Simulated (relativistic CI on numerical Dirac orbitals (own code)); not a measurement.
## How well does a small relativistic CI reproduce N3+?

Computed by Dirac-Coulomb-Breit CI, orbitals from a KLI potential per configuration, QED by a radiative potential, valence Slater integrals scaled by 0.85, configuration energies shifted to the measured levels that pair with them (semi-empirical) (own radial code, finite nucleus).

CI space (outside the closed core 1s2): 2s², 2s2p, 2p², 2s3s, 2s3p, 2s3d, 2p3s, 2p3p, 2s4s, 2p3d, 2s4p, 2s4d, 2s4f, 2s5s, 2s5p, 2s5d, 2s5g, 2s5f, 2s6s, 2s6p, 2s6d, 2p4s, 2p4p, 3s², 3s3p, 3p². Levels of other configurations are missing.

```tsv
Configuration	Term (tabulated)	J	Measured (cm⁻¹)	Computed	Error	Purity (%)
2s²	1S	0	0.0	0	0	94
2s2p	3P°	0	67209.2	67216	7	100
2s2p	3P°	1	67272.3	67275	3	100
2s2p	3P°	2	67416.3	67413	-3	100
2s2p	1P°	1	130693.9	128184	-2510	99
2p²	3P	0	175535.4	175537	2	100
2p²	3P	1	175608.1	175608	0	100
2p²	3P	2	175732.9	175725	-8	100
2p²	1D	2	188882.5	190635	1752	99
2p²	1S	0	235369.3	233384	-1985	94
2s3s	3S	1	377284.8	378074	789	98
2s3s	1S	0	388854.6	388065	-789	96
2s3p	1P°	1	404522.4	405721	1199	92
2s3p	3P°	0	405971.6	405971	-1	99
2s3p	3P°	1	405987.5	405988	1	98
2s3p	3P°	2	406022.8	406022	-1	99
2s3d	3D	1	420045.8	420046	0	99
2s3d	3D	2	420049.6	420049	-1	99
2s3d	1D	2	429159.6	429510	350	98
2p3s	3P°	0	465291.8	465293	1	99
2p3s	3P°	1	465371.0	465370	-1	99
2p3s	3P°	2	465536.6	465532	-4	99
2p3s	1P°	1	473029.3	473085	56	88
2p3p	1P	1	480884.2	482297	1412	100
2p3p	3D	2	484594.9	485780	1185	98
2p3p	3D	3	484746.2	485930	1183	98
2p3p	3P	0	494253.1	493741	-512	100
2p3p	3P	1	494309.2	493795	-515	100
2p3p	3P	2	494402.0	493884	-518	100
2s4s	1S	0	495057.7	495057	-1	80
2p3d	3F°	2	495406.2	497381	1975	90
2p3d	3F°	3	495482.6	497457	1974	90
2p3d	3F°	4	495585.7	497557	1972	90
2p3p	1D	2	499705.9	500218	512	98
2s4p	3P°	2	503680.4	503675	-5	67
2s4p	3P°	1	503691.9	503690	-2	68
2s4p	3P°	0	503699.8	503699	-1	68
2p3d	3D°	1	505554.0	505554	0	100
2p3d	3D°	2	505588.2	505587	-1	100
2p3d	3D°	3	505630.6	505630	0	100
2s4p	1P°	1	507027.9	507481	453	86
2p3d	3P°	2	511509.3	511137	-372	66
2p3d	3P°	1	511560.4	511186	-375	67
2p3d	3P°	0	511591.2	511215	-377	67
2s4d	1D	2	514647.7	514648	0	99
2p3p	1S	0	515569.8	514697	-873	71
2s4f	3F°	2	516552.6	516553	0	90
2s4f	3F°	3	516560.8	516561	0	90
2s4f	3F°	4	516572.0	516573	1	90
2p3d	1P°	1	518610.5	520437	1827	89
2s5s	3S	1	544813.4	544692	-121	99
2s5s	1S	0	546731.3	546853	121	95
2s5p	1P°	1	550232.6	550233	0	97
2s5d	3D	3	552790.9	552545	-245	100
2s5d	1D	2	554300.7	554546	246	99
2s5g	1G	4	554339.1	554339	0	99
2s5f	1F°	3	554995.7	554996	0	98
2s6s	3S	1	570381.3	570377	-5	99
2s6s	1S	0	571172.1	571177	5	97
2s6p	1P°	1	572731.1	572731	0	89
2s6d	1D	2	575872.4	575872	0	99
2p4s	3P°	1	578045.4	578044	-2	99
2p4s	3P°	2	578210.6	578211	0	99
2p4s	1P°	1	580817.5	582482	1664	86
2p4p	1P	1	584661.6	584662	0	99
```

Measured levels from Moore, Selected Tables of Atomic Spectra, NSRDS-NBS 3, section 4; pairs were made by configuration, J and term (by order where the table uses no LS term), so strongly mixed levels may be paired wrongly.

Mean error by configuration (cm⁻¹): 2s2p -626; 2p² -48; 2s3s 0; 2s3p 300; 2s3d 117; 2p3s 13; 2p3p 234; 2s4s -1; 2p3d 662; 2s4p 111; 2s4d 0; 2s4f 0; 2s5s 0; 2s5p 0; 2s5d 0; 2s5g 0; 2s5f 0; 2s6s 0; 2s6p 0; 2s6d 0; 2p4s 554; 2p4p 0. Over the excited levels the mean absolute error is 436 cm⁻¹ (64 of the 68 excited levels that our extract of the source holds in range could be paired, and the others can miss by more), and the median relative error of those above 1,000 cm⁻¹ is 0.0045 %, both after the shifts were fitted to these levels, so that a configuration with one level shows no error.

Configurations whose levels could be paired with our table of measured levels were shifted onto them, all but the ground configuration, by the median error of their levels; single terms can still be off by 1,000 to 2,000 cm⁻¹ or more, and rates follow the energies as ν³ (E1, M1) or ν⁵ (E2). The others borrow a shift and can be off by several thousand cm⁻¹ or more. The fine structure of a lone outer electron comes out too small, for d and f at times inverted, and misplaced configurations move strength between like terms. 64 of the 68 excited levels that our extract of the measured tables holds in this range could be paired (the sources list more); they are missed by 436 cm⁻¹ on average and 2510 at most, after the shifts were fitted to these levels, and levels without a partner can miss by more.

Shifts applied (cm⁻¹): 2s² 0; 2s2p -400; 2p² -1846; 2s3s 2075; 2s3p 1145; 2s3d 928; 2p3s -265; 2p3p 22; 2s4s 939; 2p3d 101; 2s4p 361; 2s4d 192; 2s4f -1748; 2s5s 50; 2s5p -391; 2s5d 321; 2s5g -1751; 2s5f -1995; 2s6s -27; 2s6p -317; 2s6d -116; 2p4s -1530; 2p4p -1881.
